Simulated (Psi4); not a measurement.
The Psi4 input:
```
memory 2 GB

molecule mol {
0 1
B     0.698720    0.548905   -0.035905
Br   -0.784600   -0.616371    0.040318
C     0.549395    1.895003   -0.837442
H     1.496263    2.387907   -1.046820
H    -0.052783    2.599427   -0.258299
H     0.018774    1.763655   -1.780943
C     2.020224    0.123655    0.705398
H     2.733878    0.935235    0.829446
H     2.525411   -0.656965    0.131238
H     1.828129   -0.312753    1.686036
}

set {
  basis sto-3g
  reference rks
}

energy('r2scan')
print_variables()
```

Problem. What is the computed total energy (Psi4 1.11 with R2SCAN/STO-3G)?

Solution. -2649.5181 Eh

Problem. Give the nuclear repulsion energy at the level R2SCAN/STO-3G.

Solution. 216.8971 Eh

Problem. Estimate the dipole moment that R2SCAN/STO-3G returns for this input.

Solution. 0.96 D

Problem. Give the number of basis functions at the level R2SCAN/STO-3G.

Solution. 39
